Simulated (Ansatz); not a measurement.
Cost and result for the atomization energy of GeH₈N₂Si (`N[SiH](N)[GeH3]`) (12 atoms, 11 bonds).

```xyz
12

N     0.7456   -0.4991    1.5661
Si   -0.4443    0.0740    0.4756
N    -0.4703    1.7852    0.5818
Ge    0.1659   -0.8511   -1.6435
H     1.1886   -1.3923    1.4313
H     0.7233   -0.2322    2.5378
H    -1.8616   -0.3065    0.7592
H    -1.3240    2.2867    0.4010
H     0.3428    2.3335    0.3522
H     0.4649   -2.3639   -1.5698
H     1.4283   -0.1718   -2.2122
H    -0.9592   -0.6626   -2.6796
```

The species carries charge 0 and has multiplicity 1. Correlated methods include outer-core shells of Ge, which these sets cover unevenly. Scalar relativity is left out up to krypton. The structure was optimised at the PBE0-D4/def2-TZVP level. It is one conformer, not always the lowest. Program: Ansatz. All runs use 4 threads of an Arm Neoverse V2 on a shared host. Times are those of one run each, without the atoms' runs, and a repeat can differ threefold. Electronic energies, without spin–orbit coupling; frozen cores. CCSD(T)/CBS adds CCSD(T) − MP2 in def2-TZVPP to the MP2 limit, and its time is that of the two runs behind it. T1 = 0.011. With those shells the extrapolation isn't a true limit. B3LYP takes the VWN-RPA correlation (the form of Gaussian; ORCA's B3LYP/G).

CCSD(T)/CBS is a level of theory with its own doubt, some kJ/mol a heavy atom from the limit and from the frozen cores, so smaller differences don't rank the functionals.

```json
{"level": "PBE-D4/def2-TZVPP (with forces)", "functions": "264", "wall time": "2.4 s"}
{"level": "PBE0-D4/def2-TZVPP", "functions": "264", "wall time": "3 s"}
{"level": "r2SCAN-D4/def2-TZVPP (with forces)", "functions": "264", "wall time": "4.1 s"}
{"level": "B3LYP-D4/def2-TZVPP (with forces)", "functions": "264", "wall time": "4.6 s"}
{"level": "B2PLYP/def2-TZVPP", "functions": "264", "wall time": "5.5 s"}
{"level": "ωB97X-V/def2-TZVPP", "functions": "264", "wall time": "7 s"}
{"level": "ωB97M-V/def2-TZVPP (with forces)", "functions": "264", "wall time": "11 s"}
{"level": "MP2/def2-QZVPP", "functions": "513", "wall time": "23 s"}
{"level": "CCSD(T)/def2-TZVPP", "functions": "264", "wall time": "3.1 min"}
{"level": "CCSD(T)/CBS(def2)", "functions": "–", "wall time": "3.5 min"}
```

(1) What atomization energy does each give, and how far from CCSD(T)/CBS? (Estimate.)

Answers

(1) The calculation gave: 
```csv
level,atomization (kJ/mol),difference from CCSD(T)/CBS,per bond
PBE-D4/def2-TZVPP (with forces),3790.1,0.8,0.1
PBE0-D4/def2-TZVPP,3739.3,-50.0,-4.5
r2SCAN-D4/def2-TZVPP (with forces),3757.5,-31.8,-2.9
B3LYP-D4/def2-TZVPP (with forces),3784.3,-5.0,-0.5
B2PLYP/def2-TZVPP,3727.8,-61.5,-5.6
ωB97X-V/def2-TZVPP,3806.6,17.3,1.6
ωB97M-V/def2-TZVPP (with forces),3780.6,-8.7,-0.8
MP2/def2-QZVPP,3737.9,-51.4,-4.7
CCSD(T)/def2-TZVPP,3675.6,-113.7,-10.3
CCSD(T)/CBS(def2),3789.3,0.0,0.0
```

From PBE to PBE0 (25 % exact exchange), in def2-TZVPP and without D4, the atomization energy moves by −47.2 kJ/mol: exact exchange takes away binding that semilocal exchange gives to molecules. In def2-TZVPP, CCSD(T) changes the Hartree–Fock value by +1040.3 kJ/mol (the triples alone add +47.4 kJ/mol) and MP2 by +1034.8 kJ/mol; breaking electron pairs costs correlation energy, which Hartree–Fock lacks. The D4 term adds +39.6 kJ/mol with B3LYP and +20.9 kJ/mol with PBE0; it sums over pairs of atoms, weighted by their polarisabilities, and B3LYP, whose exchange is more repulsive, gets the larger term.
